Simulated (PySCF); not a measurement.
# Correlation energy of Zn¹⁷⁺ (zinc, charge +17)

[Ne] 3s2 3p1, 2P determinant. Calculation: PySCF 2.14, in an even-tempered Gaussian basis (19 s from 1.2 bohr⁻², ratio 2.5; 12 p from 1.6 bohr⁻², ratio 2.5; 5 d from 7.8 bohr⁻², ratio 2.7; 4 f from 12 bohr⁻², ratio 2.7); scalar relativity by spin-free X2C-1e. Frozen: 1s2; 11 electrons correlated; the 22 highest virtual orbitals of each spin left out.

```csv
level,correlation energy (mhartree)
CCSD,-455.31
(T),-2.22
CCSD(T),-457.53
```

Diagnostics: T1 = 0.0020, D1 = 0.0086, largest double amplitude 0.082.

Cost of the coupled-cluster step: of the order of 40 core-seconds, for 11 correlated electrons.

Iterations:

```
CC2 = 0
CCSD nocc = (np.int64(6), np.int64(5)), nmo = (85, 85)
frozen orbitals [[0, 86, 87, 88, 89, 90, 91, 92, 93, 94, 95, 96, 97, 98, 99, 100, 101, 102, 103, 104, 105, 106, 107], [0, 86, 87, 88, 89, 90, 91, 92, 93, 94, 95, 96, 97, 98, 99, 100, 101, 102, 103, 104, 105, 106, 107]]
max_cycle = 100
direct = 0
conv_tol = 1e-08
conv_tol_normt = 1e-06
diis_space = 8
diis_start_cycle = 0
Init t2, MP2 energy = -0.430262550617629
Init E_corr(UCCSD) = -0.430262550618089
cycle = 1  E_corr(UCCSD) = -0.447322746826277  dE = -0.0170601962  norm(t1,t2) = 0.027351
cycle = 2  E_corr(UCCSD) = -0.45260080313735  dE = -0.00527805631  norm(t1,t2) = 0.00966514
cycle = 3  E_corr(UCCSD) = -0.455321459898567  dE = -0.00272065676  norm(t1,t2) = 0.00354676
cycle = 4  E_corr(UCCSD) = -0.455304136005554  dE = 1.7323893e-05  norm(t1,t2) = 0.000185402
cycle = 5  E_corr(UCCSD) = -0.455305723327631  dE = -1.58732208e-06  norm(t1,t2) = 1.1473e-05
cycle = 6  E_corr(UCCSD) = -0.455305372680587  dE = 3.50647044e-07  norm(t1,t2) = 1.21029e-06
cycle = 7  E_corr(UCCSD) = -0.455305378750731  dE = -6.07014422e-09  norm(t1,t2) = 2.29913e-07
UCCSD converged
E(UCCSD) = -1643.848036517144  E_corr = -0.4553053787507313
UCCSD(T) correction = -0.00221713978963275
```
